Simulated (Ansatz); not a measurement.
Relaxation of BrGaH6OSi (10 atoms, charge 0, multiplicity 1), to a largest force component of 0.03 eV/Å in at most 50 steps.

The calculation used UKS revPBE/def2-SVP (Ansatz).

```xyz
10
Properties=species:S:1:pos:R:3:forces:R:3
Ga 0.186 -2.659 -0.055 0.42 0.38 -0.25
Br 2.230 -1.970 -1.121 -0.35 -0.13 0.17
H -0.920 -3.084 -1.090 -0.01 0.02 0.08
H 0.320 -2.720 1.509 -0.07 -0.01 -0.02
H 0.740 0.380 -0.719 0.11 0.03 -0.03
O -0.108 0.492 -0.252 -0.21 -0.16 0.06
Si -0.508 2.052 0.298 0.08 -0.14 0.02
H 0.537 2.567 1.255 -0.01 0.05 0.00
H -0.656 3.035 -0.835 0.01 -0.02 -0.01
H -1.821 1.906 1.010 0.02 -0.02 -0.02
```

Where does it end, and by what steps?

It converged. The force dipped under the threshold on the way, but the program's further checks kept it going. After 14 steps the energy has fallen by 0.355 eV; H4 moved furthest, 0.86 Å. Joined: Ga1–O6 (3.17 → 2.20 Å).

```csv
step,energy less start (eV),largest force component (eV/Å),accepted
0,0.0000,0.421,yes
1,-0.0939,0.286,yes
2,-0.1884,0.455,yes
3,-0.2891,0.492,yes
4,-0.3119,0.454,yes
5,-0.2620,0.685,no
6,-0.3463,0.113,yes
7,-0.3507,0.052,yes
8,-0.3530,0.118,yes
9,-0.3519,0.134,no
10,-0.3538,0.039,yes
11,-0.3541,0.023,yes
12,-0.3544,0.032,yes
13,-0.3545,0.041,yes
14,-0.3548,0.027,yes
```

```xyz
10
Properties=species:S:1:pos:R:3
Ga 0.100 -1.917 -0.006
Br 2.236 -2.002 -1.100
H -1.077 -2.459 -0.901
H 0.210 -1.867 1.568
H 0.927 0.265 -0.966
O 0.067 0.232 -0.487
Si -0.491 1.658 0.315
H 0.486 2.082 1.375
H -0.654 2.749 -0.706
H -1.805 1.259 0.908
```

Whether the end is a true minimum wasn't checked by a vibrational analysis.

Time of the run: 65 s on 4 threads of Arm Neoverse N1, on a shared host, peak memory 0.24 GiB.
